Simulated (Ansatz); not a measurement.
Ansatz (a quantum-chemistry and plane-wave program) input:
A basis named .json is the Basis Set Exchange file of that set.

Ansatz 0.2 input:
```yaml
crystal:
  periodic: [false, false, false]
  atoms:
    - {symbol: Si, position_ang: [-0.09620345, -0.13200822, -0.36047896]}
    - {symbol: Cl, position_ang: [0.40606279, 0.55068062, 1.51712426]}
    - {symbol: O, position_ang: [-0.64649132, 1.31543063, -0.92944406]}
    - {symbol: O, position_ang: [1.15833245, -0.76145785, -1.16712809]}
    - {symbol: O, position_ang: [-1.18881149, -1.32626573, -0.33389603]}
    - {symbol: H, position_ang: [1.90903438, -0.19127368, -1.35296552]}
    - {symbol: H, position_ang: [-2.04949066, -1.14383824, 0.05230407]}
basis:
  gaussian:
    orbitals: cc-pV_D+d_Z.json
magnetization: {spin_polarized: true, initial_magnetization: 1}
correlation: {method: ccsd_t, electrons: outside_noble_gas}
```

Q: Which total energy does the run end on?

A: -975.14704 Eh (CCSD(T)/cc-pV(D+d)Z). The basis has 98 functions.

It need not be the lowest isomer of its formula.
